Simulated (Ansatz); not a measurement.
F$_{2}$HSeSi (`F[Si](F)[SeH]`) radical, relaxed with UKS PBE-D4/def2-SVP in Ansatz from a rough embedded geometry. The force threshold is 0.03 eV/Å; the program also tests the step.

Charge 0, multiplicity 2.

Start:

```xyz
5

F     1.306    1.677    0.590
Si   -0.079    0.661    0.327
F    -0.887    1.118   -1.100
Se    0.593   -1.512    0.211
H    -0.932   -1.944   -0.027
```

```
step  energy (eV)  largest force (eV/Å)  largest move (Å)
   1  -78645.8464                 2.001             0.000
   2  -78645.9873                 2.524             0.192
   3  -78646.0294                 2.072             0.110
   4  -78646.1766                 0.427             0.086
   5  -78646.1842                 0.102             0.019
   6  -78646.1868                 0.162             0.062
   7  -78646.1879                 0.053             0.032
   8  -78646.1888                 0.029             0.017
```

End:

```xyz
5

F     1.240    1.564    0.506
Si   -0.138    0.697    0.345
F    -0.831    1.183   -1.059
Se    0.563   -1.503    0.235
H    -0.834   -1.941   -0.027
```

Hardware: 2 threads of a server CPU on a shared host. Wall time 35 s, peak host memory 0.59 GiB.
